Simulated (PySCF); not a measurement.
# Spinor energies of Zn (zinc, neutral)

Start: [Ar] 3d10 4s2. Calculated with PySCF 2.14 in x2c-SVPall-2c (5s5p3d1f, 42 functions): generalised Hartree-Fock with the X2C-1e Hamiltonian and a Gaussian nucleus; one run each with spin-orbit coupling (SO) switched off, then screened by Boettger's factors.

```csv
spinor shell,electrons,"ε, spin-free (eV)","ε, screened SO (eV)",weight of nominal j (screened SO),"rms radius, screened SO (bohr)"
1s1/2,2,-9727.0,-9726.9,1.000,0.0581
2s1/2,2,-1233.1,-1233.1,1.000,0.245
2p1/2,2,-1065.0,-1081.4,1.000,0.217
2p3/2,4,-1065.0,-1057.0,1.000,0.220
3s1/2,2,-157.87,-157.87,1.000,0.732
3p1/2,2,-105.61,-107.85,1.000,0.773
3p3/2,4,-105.61,-104.52,1.000,0.781
3d3/2,4,-20.825,-21.073,1.000,1.01
3d5/2,6,-20.825,-20.660,1.000,1.02
4s1/2,2,-8.120,-8.120,1.000,3.09
```

```json
{"quantity": "E (hartree)", "spin-free": "-1793.94954", "screened SO": "-1793.98924"}
{"quantity": "M_J", "spin-free": "0", "screened SO": "0"}
{"quantity": "⟨J²⟩", "spin-free": "0.000", "screened SO": "0.000"}
{"quantity": "⟨L²⟩", "spin-free": "0.000", "screened SO": "0.001"}
{"quantity": "⟨S²⟩", "spin-free": "0.000", "screened SO": "0.001"}
```

Without spin-orbit coupling the j labels of p, d and f shells carry no meaning; the spin-free column gives the mean over the occupied spinors of each nl shell.
